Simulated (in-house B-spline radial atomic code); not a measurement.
A fraction x of an electron is moved 3p → 4d in neutral gallium, starting from [Ar] 3d10 4s2 4p1 and keeping the highest spin. Method: scalar-relativistic (X2C) CAM-B3LYP, spin-polarised, spherical fractional occupations, Fermi nucleus of rms radius 3.9973 fm. Calculated with a B-spline radial code for spherical atoms.

Caution: exact exchange at fractional occupations of open shells leaves self-interaction of up to several eV.

```json
{"x": "0", "E(x) - E(0) (eV)": "0.0000", "3p down level (eV)": "-106.030", "4d up level (eV)": "-"}
{"x": "0.25", "E(x) - E(0) (eV)": "26.8876", "3p down level (eV)": "-109.155", "4d up level (eV)": "-0.073"}
{"x": "0.375", "E(x) - E(0) (eV)": "40.6178", "3p down level (eV)": "-110.706", "4d up level (eV)": "-0.107"}
{"x": "0.5", "E(x) - E(0) (eV)": "?", "3p down level (eV)": "?", "4d up level (eV)": "?"}
{"x": "0.625", "E(x) - E(0) (eV)": "68.6357", "3p down level (eV)": "-113.696", "4d up level (eV)": "-0.185"}
{"x": "0.75", "E(x) - E(0) (eV)": "?", "3p down level (eV)": "?", "4d up level (eV)": "?"}
{"x": "0.875", "E(x) - E(0) (eV)": "97.3554", "3p down level (eV)": "-116.485", "4d up level (eV)": "-0.276"}
{"x": "1", "E(x) - E(0) (eV)": "111.9614", "3p down level (eV)": "-117.804", "4d up level (eV)": "-0.327"}
```

**Question.** What belongs in the row x = 0.5?

**Answer.** An energy change of 54.5357 eV; 3p down at -112.225 eV, 4d up at -0.145 eV.

**Question.** What belongs in the row x = 0.75?

**Answer.** An energy change of 82.9112 eV; 3p down at -115.117 eV, 4d up at -0.229 eV.

**Question.** Check Janak's theorem between x = 0.25 and 0.375.

**Answer.** The slope of the energy is 109.84 eV; the orbital levels give 109.84 eV (ε of the receiving orbital less ε of the emptying one, averaged over the two points).
